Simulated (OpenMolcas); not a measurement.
V3+ in a point-charge field

V3+ among 4 point charges of -1.62 e arranged as a tetrahedron (Td), 2.11 Å from the ion.

* Program: OpenMolcas
* Method: SS-CASPT2, IPEA 0.25 Eh, imaginary shift 0.1 Eh (closed shells correlated: 3s 3p)
* Basis: ANO-RCC-VDZP [5s4p2d1f]
* Scalar Hamiltonian: DKH2, point nucleus
* Active space: 2 electrons in 5 orbitals (3d)
* State averaging: 2S+1 = 3 even, 10 roots; 2S+1 = 1 even, 15 roots
* Spin-orbit coupling: RASSI with atomic mean-field integrals over the reference wave functions

The lowest spin-free states (labels of Td), above the lowest:

```csv
State,Degeneracy,E (cm-1),Free-ion L (%)
3A2,1,0,F (100)
3T2,3,990,F (100)
3T1,3,2170,F (100)
1E,2,11420,D (97)
1T2,3,12280,D (99)
3T1,3,14900,P (100)
1A1,1,19420,G (100)
1T1,3,19960,G (100)
1E,2,20550,G (97)
1T2,3,21010,G (99)
1A1,1,45350,S (100)
```

The lowest levels with spin-orbit coupling:

```csv
E (cm-1),Degeneracy,Label,2S+1
0,3,T2,3
980,1,A2,3
1020,2,E,3
1080,3,T2,3
1110,3,T1,3
2140,3,T2,3
2220,2,E,3
2450,3,T1,3
2580,1,A1,3
11500,2,E,1
12350,3,T2,1
14770,1,A1,3
14890,3,T1,3
15130,2,E,3
15140,3,T2,3
19520,1,A1,1
20060,3,T1,1
20650,2,E,1
21110,3,T2,1
45450,1,A1,1
```

Powder χT (cm3 K/mol): 0.325 at 2 K, 0.34 at 10 K, 0.411 at 50 K, 0.5 at 100 K, 0.678 at 200 K, 0.858 at 300 K. The effective moment at 300 K is 2.828 √(χT) = 2.62 μB.

The lowest level has 2S+1 = 3, for which the spin-only value is χT = S(S+1) / 2 = 1.000 cm3 K/mol (g = 2). The computed 0.858 at 300 K differs by -0.142, through orbital momentum, spin-orbit coupling and any other state in reach.

Roots that are degenerate in the reference are averaged as groups; the widest CASPT2 spread within a group is 520 cm-1 (the 3-fold group of multiplicity 3 near 995 cm-1 above the lowest state of its run). Shifts and gaps below about the spread of the groups concerned are not significant. The ground term spreads over less than 5000 cm-1, several times less than with real ligands, so orbital moments are less quenched and χT lies further from the spin-only value than at real sites. Free-ion shares, where given, are those of the reference states; single-state CASPT2 does not remix them. This is an electrostatic model: the charges have no orbitals. No measured value stands beside these numbers.
